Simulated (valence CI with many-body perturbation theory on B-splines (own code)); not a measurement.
Ru XXX: calculated level list

Calculated by relativistic CI+MBPT: five valence electrons over a frozen Dirac-Fock core [Ne], a basis of 9 s, 9 p, 8 d, 6 f, 3 g, 1 h functions for each j, with the one-electron correlation potential Σ1 (screened to all orders), the two-electron term Σ2, the three-electron term Σ3, Breit, model QED; selected single and double excitations, second order for the rest, scaled by the run's own slope (own B-spline code, finite nucleus).

No measured spectrum was set against this ion. As an estimate, large intervals hold to a few tenths of a per cent, small ones and those within an open d or f shell to about a per cent. Among the levels kept, up to 1700 cm⁻¹ of a level comes from second order outside the variational space, and about a tenth of that is noise between levels of different J, which matters for small intervals.

Levels 1 to 34 of 34, with energies above the lowest level, (3s^2 3p1/2^2 3p3/2) J=3/2. "Leading %" is the weight of the configuration and term that name the level; weights of strongly mixed levels are sums over their largest components and can fall short, so below about 35 % the name and the second component can differ from the true leading terms, or belong to a minority configuration. In the jj column 3d3/2^4 stands for four electrons in 3d with j = 3/2. Lifetimes count E1, E2, E3, M1 and M2 decay at the calculated energies, and are blank where another channel may lead or the interval is too uncertain; long ones can be off by a factor of two.

| No. | Configuration | Term | J | E (eV) | Leading % | Second component | g | Lifetime | Leading jj |
| --- | --- | --- | --- | --- | --- | --- | --- | --- | --- |
| 1 | 3s²3p³ | ⁴S° | 3/2 | 0.00 | 42 | 36 % 3s²3p³ ²P° | 1.507 |  | 3s^2 3p1/2^2 3p3/2 (93 %) |
| 2 | 3s²3p³ | ²D° | 3/2 | 24.69 | 50 | 44 % 3s²3p³ ⁴S° | 1.359 | 5.82 μs | 3s^2 3p1/2 3p3/2^2 (94 %) |
| 3 | 3s²3p³ | ²D° | 5/2 | 30.65 | 98 |  | 1.196 | 29.6 μs | 3s^2 3p1/2 3p3/2^2 (98 %) |
| 4 | 3s²3p³ | ²P° | 1/2 | 38.25 | 98 |  | 0.661 | 5.05 μs | 3s^2 3p1/2 3p3/2^2 (98 %) |
| 5 | 3s²3p³ | ²P° | 3/2 | 63.09 | 57 | 28 % 3s²3p³ ²D° | 1.259 | 1.90 μs | 3s^2 3p3/2^3 (95 %) |
| 6 | 3s3p⁴ | ⁴P | 5/2 | 100.01 | 74 | 13 % 3s3p⁴ ²D | 1.528 | 134 ps | 3s 3p1/2^2 3p3/2^2 (83 %) |
| 7 | 3s3p⁴ | ⁴P | 3/2 | 109.95 | 22 | 16 % 3s3p⁴ ²D | 1.131 | 103 ps | 3s^2 3p1/2^2 3d3/2 (43 %) |
| 8 | 3s3p⁴ | ⁴P | 1/2 | 115.39 | 55 | 31 % 3s3p⁴ ²S | 2.401 | 42.5 ps | 3s 3p1/2^2 3p3/2^2 (70 %) |
| 9 | 3s3p⁴ | ⁴P | 3/2 | 120.55 | 35 | 35 % 3s²3p²3d ⁴F | 1.057 | 47.2 ps | 3s^2 3p1/2^2 3d3/2 (44 %) |
| 10 | 3s²3p²3d | ⁴F | 5/2 | 127.70 | 39 | 25 % 3s²3p²3d ⁴D | 1.164 | 46.3 ps | 3s^2 3p1/2^2 3d5/2 (73 %) |
| 11 | 3s3p⁴ | ²D | 3/2 | 131.05 | 34 | 25 % 3s3p⁴ ⁴P | 1.158 | 41.1 ps | 3s 3p1/2 3p3/2^3 (52 %) |
| 12 | 3s3p⁴ | ²D | 5/2 | 135.94 | 50 | 21 % 3s²3p²3d ²D | 1.238 | 121 ps | 3s 3p1/2 3p3/2^3 (56 %) |
| 13 | 3s²3p²3d | ²P | 3/2 | 137.76 | 32 | 22 % 3s²3p²3d ⁴F | 1.032 | 226 ps | 3s^2 3p1/2 3p3/2 3d3/2 (73 %) |
| 14 | 3s²3p²3d | ⁴D | 1/2 | 138.90 | 52 | 22 % 3s²3p²3d ²P | 0.514 | 88.0 ps | 3s^2 3p1/2 3p3/2 3d3/2 (78 %) |
| 15 | 3s²3p²3d | ²F | 5/2 | 140.57 | 57 | 31 % 3s²3p²3d ⁴F | 0.954 | 263 ps | 3s^2 3p1/2 3p3/2 3d3/2 (72 %) |
| 16 | 3s²3p²3d | ⁴F | 7/2 | 144.32 | 57 | 22 % 3s²3p²3d ²G | 1.137 | 2.37 ns | 3s^2 3p1/2 3p3/2 3d3/2 (70 %) |
| 17 | 3s²3p²3d | ⁴D | 7/2 | 146.55 | 49 | 30 % 3s²3p²3d ²F | 1.294 | 241 ns | 3s^2 3p1/2 3p3/2 3d5/2 (88 %) |
| 18 | 3s²3p²3d | ⁴D | 1/2 | 149.80 | 35 | 21 % 3s3p⁴ ²P | 0.994 | 15.8 ps | 3s 3p1/2 3p3/2^3 (34 %) |
| 19 | 3s²3p²3d | ⁴D | 3/2 | 151.91 | 47 | 15 % 3s3p⁴ ²D | 1.142 | 22.5 ps | 3s^2 3p1/2 3p3/2 3d5/2 (35 %) |
| 20 | 3s²3p²3d | ⁴F | 9/2 | 152.06 | 58 | 40 % 3s²3p²3d ²G | 1.239 |  | 3s^2 3p1/2 3p3/2 3d5/2 (92 %) |
| 21 | 3s²3p²3d | ⁴P | 5/2 | 154.76 | 24 | 23 % 3s²3p²3d ⁴D | 1.228 | 13.4 ps | 3s^2 3p1/2 3p3/2 3d5/2 (66 %) |
| 22 | 3s3p⁴ | ²P | 3/2 | 161.80 | 26 | 17 % 3s²3p²3d ⁴P | 1.206 | 3.12 ps | 3s^2 3p1/2 3p3/2 3d3/2 (48 %) |
| 23 | 3s²3p²3d | ⁴P | 5/2 | 162.73 | 36 | 26 % 3s²3p²3d ⁴D | 1.366 | 4.60 ps | 3s^2 3p1/2 3p3/2 3d3/2 (40 %) |
| 24 | 3s²3p²3d | ²G | 7/2 | 162.99 | 55 | 15 % 3s²3p²3d ⁴F | 1.042 | 32.2 ps | 3s^2 3p1/2 3p3/2 3d5/2 (59 %) |
| 25 | 3s²3p²3d | ⁴P | 1/2 | 164.74 | 48 | 18 % 3s²3p²3d ²P | 2.016 | 3.90 ps | 3s^2 3p1/2 3p3/2 3d3/2 (66 %) |
| 26 | 3s²3p²3d | ²P | 3/2 | 167.16 | 34 | 27 % 3s3p⁴ ²P | 1.450 | 4.44 ps | 3s^2 3p1/2 3p3/2 3d5/2 (43 %) |
| 27 | 3s²3p²3d | ²P | 1/2 | 170.60 | 44 | 22 % 3s3p⁴ ²S | 1.337 | 15.5 ps | 3s 3p3/2^4 (36 %) |
| 28 | 3s²3p²3d | ²D | 3/2 | 170.84 | 72 | 8 % 3s²3p²3d ⁴P | 0.886 | 13.5 ps | 3s^2 3p1/2 3p3/2 3d5/2 (61 %) |
| 29 | 3s²3p²3d | ²D | 5/2 | 172.50 | 54 | 35 % 3s²3p²3d ²F | 1.098 | 4.31 ps | 3s^2 3p1/2 3p3/2 3d5/2 (56 %) |
| 30 | 3s²3p²3d | ²F | 7/2 | 178.05 | 48 | 38 % 3s²3p²3d ⁴D | 1.239 | 282 ps | 3s^2 3p3/2^2 3d5/2 (96 %) |
| 31 | 3s²3p²3d | ²G | 9/2 | 181.03 | 58 | 40 % 3s²3p²3d ⁴F | 1.199 | 4.10 μs | 3s^2 3p3/2^2 3d5/2 (92 %) |
| 32 | 3s²3p²3d | ²P | 1/2 | 181.31 | 46 | 31 % 3s²3p²3d ²S | 1.086 | 5.76 ps | 3s^2 3p1/2 3p3/2 3d5/2 (60 %) |
| 33 | 3s²3p²3d | ²P | 1/2 | 186.37 | 38 | 26 % 3s²3p²3d ⁴P | 1.263 | 3.62 ps | 3s^2 3p3/2^2 3d3/2 (66 %) |
| 34 | 3s²3p²3d | ²D | 3/2 | 188.22 | 39 | 20 % 3s²3p²3d ⁴P | 1.106 | 3.34 ps | 3s^2 3p3/2^2 3d3/2 (71 %) |

The ionisation energy to 3s²3p² ³P0 of the next ion comes out as 1646 eV (NIST: 1659 ± 6 eV (semi-empirical), further off than twice its uncertainty). All 34 levels together are meant to be complete up to 188.27 eV.
